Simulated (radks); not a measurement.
Ca3+, configuration [Ne] 3s2 3p5.

Method: scalar-relativistic Kohn-Sham, PBEsol, spin-unpolarised, spherical densities, finite nucleus; Fermi nuclear charge, rms radius 3.4776 fm; computed with a radial shooting solver on a logarithmic mesh with Libxc functionals.

Energy parts (hartree):
| part | energy |
|---|---|
| total | -676.92536 |
| kinetic | 681.50071 |
| electron-nucleus | -1587.66292 |
| Hartree | 263.40706 |
| exchange-correlation | -34.17022 |

Orbitals (lengths in bohr, moments of r in powers of bohr; <r^-3> diverges for s and p1/2):
orbital  occ.  eigenvalue (hartree)  <1/r>      <r^4>  <r^-3>
1s          2             -146.2869  19.72  0.0001631       -
2s          2             -16.51418  4.045    0.04387       -
2p          6             -13.60488  3.951    0.03672   187.1
3s          2              -2.91015  1.244      3.332       -
3p          5              -2.18968  1.131      4.809   21.77

The highest occupied level is 3p at -59.584 eV. For comparison, the ionisation energy in NIST's Atomic Spectra Database is 67.273 eV (semi-empirical). In exact Kohn-Sham theory the highest level is minus the ionisation energy, but local and semilocal functionals leave it too shallow, through self-interaction and a potential that decays too fast; potentials with the right tail come closer.

Beside tabulated values, note that spin-unpolarised runs miss the spin-polarisation part of the exchange energy of open shells.
